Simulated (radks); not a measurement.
Results of a calculation; reference values are marked as such.
Task: Ionisation of Be, [He] 2s2, to Be+, [He] 2s1, under several functionals. Scalar-relativistic Kohn-Sham, spin-polarised, spherical densities, finite nucleus; open shells are filled with parallel spins first; a radial shooting solver on a logarithmic mesh with Libxc functionals. Known Delta-SCF values: exchange-only B88 8.068 eV. What does Wu-Cohen GGA give, and what is its highest occupied eigenvalue?

Result: 8.875 eV by Delta-SCF; the 2s eigenvalue is -5.548 eV. NIST: 9.323 eV (measured).
